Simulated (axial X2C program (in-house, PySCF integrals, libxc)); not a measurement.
**Worked dissociation energy of NiSi⁺: CCSD, without spin–orbit coupling**

Calculated with an axial X2C code built on PySCF integrals. Spin-free means the one-electron spin-free X2C Hamiltonian. Basis: Ni dyall-cv3z [9s9p6d3f2g], Si dyall-v3z [8s7p2d1f] (cores contracted in-house); Gaussian nuclei, density fitting, unrestricted open shells. Masses: Ni 57.935 u, Si 27.977 u.

Molecular state: M_S = 1/2, Λ = 0 (beyond evenly filled blocks: σα).

Correlated methods: 13 electrons correlated (number of frozen shells: Ni 3 s, 2 p; Si 2 s, 1 p), 221 virtual spin orbitals or spinors in MP2, 90 natural virtuals in coupled cluster.

- E(Ni+) (2M_S = 1, M_L = 0): -1519.180352 hartree
- E(Si) (2M_S = 2, M_L = 0): -289.538076 hartree
- E(NiSi⁺) at Re: -1808.801618 hartree
- ωe: 317.9 cm⁻¹
- ωexe: 1.66 cm⁻¹

Problem. Work out De and D0.

Solution. De = -1519.180352 + (-289.538076) − (-1808.801618) = 0.08319 hartree = 2.264 eV. The zero-point energy is ωe/2 − ωexe/4 = 159 cm⁻¹ = 0.020 eV, so D0 = 2.244 eV.

Occupations by symmetry block were frozen at the best pattern of an incomplete PBE0 search. Dissociation energies refer to the lowest single-determinant-based atoms at the same level and basis. CCSD ran in a truncated set of natural virtual spinors with an MP2 remainder; without triples it tends to underbind. Other states lie close and PBE0, whose exact exchange favours high spin, may order them wrongly; the determinant shown need not be the ground state. The nearest other spin-free determinant of the search, M_S = 1/2, Λ = 2, lies 0.04 eV up at the distance of the search. The T1 diagnostic is large, a sign of multireference character. With spin–orbit coupling the lowest determinant has another configuration, so this spin-free state is a model.

Each atomic determinant is the lowest at this level and need not be a pure term. Totals compare only within one Hamiltonian and basis.
